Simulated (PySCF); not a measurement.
## Neon: a sound run and one with changed settings

Sound run: Ne²⁺ [He] 2s2 2p4, Ne³⁺ [He] 2s2 2p3. All numbers are calculated (PySCF 2.14, no relativity, point nucleus, in def2-SVP (3s2p1d, 14 functions)). In the sound run the correlated levels freeze 1s2. The sound run starts from symmetry-adapted Hartree-Fock orbitals and uses a fine grid where one is needed.

Changed run: all electrons correlated in a basis built for the valence shell.

```tsv
species	method	sound run (hartree)	changed run (hartree)	converged
Ne²⁺	MP2	-126.28419	-126.28576	yes
Ne²⁺	CCSD(T)	-126.29761	-126.29907	yes
Ne³⁺	MP2	-123.98506	-123.98649	yes
Ne³⁺	CCSD(T)	-123.99811	-123.99944	yes
```

Ionisation energy of Ne²⁺:

| method | sound run (eV) | changed run (eV) |
| --- | --- | --- |
| UHF | 61.863 | 61.863 |
| MP2 | 62.563 | 62.567 |
| SCS-MP2 | 62.550 | 62.551 |
| CCSD | 62.562 | 62.565 |
| CCSD(T) | 62.573 | 62.576 |

A valence basis has no tight correlating functions, so it recovers only part of the core correlation, and not evenly between atom and ion.

For comparison, NIST gives 63.423 eV between the lowest levels.
